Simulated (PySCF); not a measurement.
Record of a relaxation.

Compound: C₂H₇FSi₂.
Atom-mapped SMILES: `[F:1][C@H:2]1[CH2:3][SiH2:4][SiH2:5]1` (hydrogens: H6 on C2; H7, H8 on C3; H9, H10 on Si4; H11, H12 on Si5)

Method: PBE0-D3(BJ)/def2-SVP geometry optimisation, gas phase in PySCF; density fitting, grid level 1; the optimiser is geomeTRIC in internal coordinates, started from a GFN2-xTB structure with every atom displaced at random (about 0.01 Å). 9 of its 11 geometries are shown. The frame can shift and turn from step to step; on so coarse a grid that alone can change the energy by a few meV, and forces under 0.02 eV/Å are noise.

Step 0: E = -20638.8800 eV, largest atomic force 1.902 eV/Å
```
atom  x, y, z in Å  |  force x, y, z in eV/Å
F1      0.290   -2.310   -0.376   -0.099   0.848  -0.101
C2      0.199   -0.931   -0.668   -0.077  -0.928   0.414
C3     -1.148   -0.321   -0.198    1.796   0.315   0.543
Si4    -0.476    1.319    0.611   -0.965  -0.570   0.178
Si5     1.495    0.168    0.278   -0.190  -0.571  -0.293
H6      0.300   -0.859   -1.757    0.068   0.227  -0.240
H7     -1.552   -0.983    0.561   -0.262  -0.258   0.480
H8     -1.846   -0.229   -0.995   -1.044   0.134  -0.906
H9     -0.817    2.496   -0.195    0.142   0.489  -0.387
H10    -1.095    1.559    1.948    0.201   0.004   0.171
H11     2.122   -0.588    1.376    0.044  -0.061   0.435
H12     2.568    0.652   -0.595    0.386   0.371  -0.295
```

Step 1: E = -20639.0490 eV, largest atomic force 0.284 eV/Å
```
atom  x, y, z in Å  |  force x, y, z in eV/Å
F1      0.230   -2.267   -0.736    0.026  -0.089   0.067
C2      0.189   -0.892   -0.750   -0.079  -0.004  -0.273
C3     -1.138   -0.333   -0.198   -0.165  -0.054  -0.206
Si4    -0.509    1.257    0.675    0.104  -0.022  -0.074
Si5     1.485    0.077    0.315    0.021   0.125  -0.069
H6      0.303   -0.582   -1.812    0.020   0.090   0.204
H7     -1.524   -1.038    0.561    0.061   0.073  -0.003
H8     -1.914   -0.216   -0.980    0.067  -0.056   0.254
H9     -0.720    2.501   -0.126    0.029   0.007  -0.001
H10    -1.004    1.478    2.064   -0.064  -0.012   0.027
H11     2.046   -0.682    1.471   -0.039  -0.034   0.011
H12     2.598    0.670   -0.492    0.020  -0.025   0.063
```

Step 2: E = -20639.0608 eV, largest atomic force 0.108 eV/Å
```
atom  x, y, z in Å  |  force x, y, z in eV/Å
F1      0.238   -2.266   -0.741    0.017   0.021  -0.018
C2      0.187   -0.889   -0.759   -0.064  -0.038  -0.013
C3     -1.138   -0.337   -0.195    0.004  -0.003  -0.107
Si4    -0.506    1.259    0.663    0.032  -0.014   0.022
Si5     1.484    0.079    0.310    0.010   0.051  -0.042
H6      0.302   -0.565   -1.812    0.000   0.039   0.025
H7     -1.507   -1.035    0.576    0.056   0.029   0.052
H8     -1.931   -0.230   -0.953   -0.032  -0.052   0.060
H9     -0.712    2.505   -0.137    0.018  -0.005  -0.010
H10    -1.013    1.475    2.051   -0.029   0.006  -0.012
H11     2.028   -0.692    1.468   -0.042  -0.017   0.009
H12     2.609    0.669   -0.478    0.029  -0.018   0.034
```

Step 4: E = -20639.0882 eV, largest atomic force 0.313 eV/Å
```
atom  x, y, z in Å  |  force x, y, z in eV/Å
F1      0.274   -2.233   -0.836   -0.029   0.060  -0.134
C2      0.181   -0.858   -0.802    0.093  -0.054   0.294
C3     -1.126   -0.362   -0.166    0.173   0.119   0.056
Si4    -0.502    1.275    0.617   -0.129  -0.011   0.162
Si5     1.476    0.081    0.304   -0.001  -0.069  -0.047
H6      0.267   -0.473   -1.832   -0.032   0.004  -0.161
H7     -1.372   -1.025    0.680    0.030  -0.042   0.076
H8     -1.997   -0.340   -0.829   -0.137  -0.046  -0.167
H9     -0.694    2.505   -0.209    0.000  -0.030  -0.042
H10    -1.051    1.508    1.989    0.043   0.059  -0.038
H11     1.914   -0.745    1.471   -0.035   0.016   0.013
H12     2.671    0.640   -0.394    0.023  -0.005  -0.012
```

Step 5: E = -20639.1005 eV, largest atomic force 0.281 eV/Å
```
atom  x, y, z in Å  |  force x, y, z in eV/Å
F1      0.295   -2.196   -0.947   -0.040   0.066  -0.104
C2      0.177   -0.827   -0.832    0.149  -0.077   0.226
C3     -1.111   -0.384   -0.133    0.131   0.106   0.101
Si4    -0.505    1.286    0.593   -0.138  -0.012   0.153
Si5     1.468    0.075    0.306   -0.010  -0.054  -0.058
H6      0.229   -0.387   -1.843   -0.031   0.011  -0.119
H7     -1.253   -1.021    0.757   -0.013  -0.061   0.027
H8     -2.029   -0.440   -0.729   -0.090  -0.016  -0.142
H9     -0.692    2.485   -0.278   -0.003  -0.038  -0.050
H10    -1.069    1.562    1.949    0.056   0.057  -0.027
H11     1.818   -0.783    1.478   -0.022   0.021   0.012
H12     2.712    0.604   -0.328    0.011  -0.002  -0.018
```

Step 6: E = -20639.1074 eV, largest atomic force 0.136 eV/Å
```
atom  x, y, z in Å  |  force x, y, z in eV/Å
F1      0.300   -2.178   -1.000   -0.026   0.035  -0.036
C2      0.179   -0.815   -0.839    0.099  -0.042   0.083
C3     -1.104   -0.394   -0.119    0.029   0.026   0.094
Si4    -0.510    1.285    0.594   -0.069  -0.018   0.071
Si5     1.465    0.072    0.310    0.001  -0.005  -0.049
H6      0.215   -0.349   -1.841   -0.016   0.020  -0.034
H7     -1.219   -1.033    0.776   -0.025  -0.043  -0.018
H8     -2.031   -0.471   -0.705   -0.017   0.015  -0.066
H9     -0.698    2.463   -0.304   -0.002  -0.029  -0.038
H10    -1.068    1.593    1.944    0.035   0.033  -0.009
H11     1.790   -0.791    1.486   -0.012   0.010   0.008
H12     2.721    0.591   -0.310    0.004  -0.002  -0.006
```

Step 8: E = -20639.1135 eV, largest atomic force 0.083 eV/Å
```
atom  x, y, z in Å  |  force x, y, z in eV/Å
F1      0.304   -2.162   -1.038    0.012  -0.013   0.016
C2      0.186   -0.807   -0.832   -0.026   0.008  -0.055
C3     -1.103   -0.407   -0.105   -0.050  -0.058   0.032
Si4    -0.519    1.275    0.606    0.029  -0.005  -0.028
Si5     1.467    0.073    0.317    0.010   0.036  -0.010
H6      0.211   -0.313   -1.824    0.007   0.009   0.037
H7     -1.229   -1.071    0.770   -0.006   0.003  -0.028
H8     -2.020   -0.475   -0.713    0.036   0.028   0.022
H9     -0.713    2.422   -0.332   -0.004  -0.003  -0.005
H10    -1.056    1.626    1.952   -0.006   0.001   0.007
H11     1.792   -0.781    1.499   -0.003  -0.003   0.000
H12     2.719    0.594   -0.308    0.001  -0.003   0.011
```

Step 9: E = -20639.1143 eV, largest atomic force 0.020 eV/Å
```
atom  x, y, z in Å  |  force x, y, z in eV/Å
F1      0.314   -2.158   -1.044    0.007   0.004   0.005
C2      0.188   -0.805   -0.830   -0.012  -0.002  -0.005
C3     -1.103   -0.415   -0.100    0.005  -0.019   0.002
Si4    -0.522    1.271    0.603    0.012   0.005   0.002
Si5     1.468    0.079    0.320   -0.004   0.009  -0.006
H6      0.211   -0.302   -1.816   -0.002  -0.005   0.000
H7     -1.231   -1.086    0.769    0.001   0.002   0.002
H8     -2.017   -0.477   -0.710    0.000   0.009  -0.001
H9     -0.721    2.406   -0.348   -0.005  -0.001   0.000
H10    -1.058    1.635    1.947   -0.005   0.000  -0.002
H11     1.791   -0.775    1.503   -0.002   0.000   0.001
H12     2.721    0.600   -0.302    0.004  -0.002   0.005
```

Step 10: E = -20639.1144 eV, largest atomic force under 0.02 eV/Å
```
atom  x, y, z in Å  |  force x, y, z in eV/Å
F1      0.319   -2.158   -1.042    0.004   0.002   0.002
C2      0.189   -0.805   -0.829   -0.001   0.000   0.004
C3     -1.102   -0.418   -0.099    0.009  -0.006   0.000
Si4    -0.523    1.271    0.601    0.004   0.003   0.006
Si5     1.468    0.081    0.320   -0.004   0.003  -0.006
H6      0.211   -0.302   -1.816   -0.003  -0.005  -0.005
H7     -1.229   -1.087    0.771    0.001   0.000   0.004
H8     -2.017   -0.479   -0.709   -0.004   0.003  -0.005
H9     -0.725    2.404   -0.352   -0.004   0.000  -0.001
H10    -1.061    1.636    1.944   -0.002   0.001  -0.003
H11     1.789   -0.772    1.504   -0.002   0.001   0.001
H12     2.722    0.603   -0.300    0.003  -0.001   0.003
```

Q: Summarise the path.

A: The energy falls by 0.2344 eV from step 0 to step 10; nine tenths of that is first reached at step 5. It falls at every step. The largest force goes from 1.902 to under 0.02 eV/Å. Among the bonds C3–H8 changes most (a near tie, within 0.001 Å, with another), from 1.063 to 1.101 Å; the atoms move by 0.337 Å rms after alignment.

The cost below is that of the whole optimisation. Hardware: an Arm Neoverse V1 with one thread, no GPU (shared host). Cost: 55 s, 0.50 GiB resident at most.
